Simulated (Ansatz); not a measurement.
Cu₂S₂⁺. Total charge 1; doublet. Geometry r2SCAN-D4/def2-SVP; atoms count from 1.

Cartesian coordinates in Å:
```
Cu -1.3026 -0.0584 0.5347
Cu 1.3032 0.0570 -0.5332
S 0.3687 1.1769 1.0269
S -0.3694 -1.1754 -1.0284
```

The relaxed charge 1 doublet is spin-contaminated (final ⟨S²⟩ up to 0.90, 0.75 for a pure state). No other spin state of charge 1 was run. The structure comes from a short search, and lower isomers may exist.

**Question.** Estimate the Mulliken populations from the PBE0/def2-TZVP orbitals of Ansatz.

**Answer.** 
```csv
atom,charge (e),spin (α − β),d electrons
Cu1,0.50,-0.16,9.63
Cu2,0.50,0.15,9.64
S3,0.00,0.51,–
S4,0.00,0.51,–
```
Mulliken values and Mayer orders depend strongly on the basis.

**Question.** Where does the spin sit?

**Answer.** Summed by element: Cu -0.01, S 1.01, of 1 unpaired in all. Largest on single atoms: S3 0.51, S4 0.51, Cu1 -0.16.

**Question.** And the Mayer bond orders between bonded heavy atoms (over 0.3)?

**Answer.** Cu1–S3 0.96 (2.14 Å); Cu1–S4 0.96 (2.14 Å); Cu2–S3 0.96 (2.14 Å); Cu2–S4 0.96 (2.14 Å). Values over 0.3 also appear between atoms too far apart for a bond (S3–S4 0.51 at 3.21 Å); they arise where an orbital or an unpaired electron spreads over both atoms.
